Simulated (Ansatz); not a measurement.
Reaction (hydrogenolysis of the Si–C bond): `C[SiH](N)BF` + H₂ → `N[SiH2]BF` + CH₄

Isolated molecules relaxed with PBE0-D4/def2-TZVP in Ansatz; ΔE leaves out vibrations. CCSD(T)/CBS adds triple-zeta CCSD(T) − MP2 to the extrapolated MP2 energy (def2 sets, frozen cores). This one scheme is used for every species. DFT in def2-TZVPP. B3LYP here is the variant with VWN-RPA as its local correlation; programs differ in this. One conformer a species, not always the lowest.

Task: Is it downhill or uphill in electronic energy at CCSD(T)/CBS, and by how much? (Estimate.)

Result: Computed: Downhill: ΔE = -5.8 kcal/mol.

Task: What do these levels give: PBE-D4, ωB97X-V, ωB97M-V, PBE, B3LYP, HF/def2-TZVPP, MP2/def2-TZVPP, CCSD(T)/def2-TZVPP, MP2/def2-QZVPP, SCS-MP2/def2-QZVPP, HF/CBS(def2), CCSD/CBS(def2)? (Estimate.)

Result: Computed: PBE-D4 -5.5, ωB97X-V -6.5, ωB97M-V -5.9, PBE -6.8, B3LYP -8.8, HF/def2-TZVPP -11.6, MP2/def2-TZVPP -5.2, CCSD(T)/def2-TZVPP -6.4, MP2/def2-QZVPP -4.8, SCS-MP2/def2-QZVPP -6.3, HF/CBS(def2) -11.6, CCSD/CBS(def2) -6.8 kcal/mol.

Largest T1 diagnostic among the species: 0.013.

In def2-TZVPP, CCSD(T) changes the Hartree–Fock value by +5.2 kcal/mol (the triples alone add +1.0 kcal/mol) and MP2 by +6.4 kcal/mol. The D4 term adds +2.1 kcal/mol with B3LYP and +1.2 kcal/mol with PBE0; it sums over pairs of atoms, weighted by their polarisabilities, and B3LYP, whose exchange is more repulsive, gets the larger term.
